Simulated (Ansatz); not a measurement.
The cluster Rb₃Cl₃⁻, relaxed as a doublet with UKS PBE0-D4/def2-SVPD in Ansatz, starting from the GFN2-xTB geometry. Force threshold 0.02 eV/Å.

In the def2 sets Rb takes a core potential; there is no spin–orbit coupling. The highest occupied level of the charge -1 doublet lies above zero (up to 0.15 eV). It is a level of α spin, whose loss leaves a singlet; that state wasn't run at this geometry and level. The electron is either unbound and held by the finite basis, or the level is raised by self-interaction error. The relaxation made no stability test and no search for a lower SCF solution. The structure comes from a short search, and lower isomers may exist.

Start:

```xyz
6

Rb    0.004   -2.681    0.264
Rb   -1.327    1.148   -0.377
Rb    2.562    0.448    0.661
Cl    0.710    2.821    1.095
Cl   -2.698   -1.370    0.594
Cl    0.750   -0.366   -2.237
```

```tsv
step	energy (eV)	largest force component (eV/Å)	SCF passes
1	-39521.4163	0.420	15
2	-39521.5603	0.338	24
3	-39521.6522	0.111	23
4	-39521.6665	0.038	24
5	-39521.6737	0.016	25
6	-39521.6741	0.003	27
```

Force components are those of the run's own axes.

End:

```xyz
6

Rb   -0.2019   -2.9397   -0.0216
Rb   -1.4118    1.1913   -0.2803
Rb    2.8186    0.7414    0.4288
Cl    0.7759    2.9891    1.0585
Cl   -2.8721   -1.4594    0.5254
Cl    0.8912   -0.5228   -1.7108
```

By distances, no bond broke or formed. The bond that changes most is Rb3–Cl6, from 3.51 to 3.15 Å (atoms count from 1).

The force fell under the threshold at step 5, but the optimiser went on. No frequencies were taken in this run, so the end may be a saddle point.

Run time 41 s (4 threads of Arm Neoverse V1 on a shared host), peak host memory 0.66 GiB.
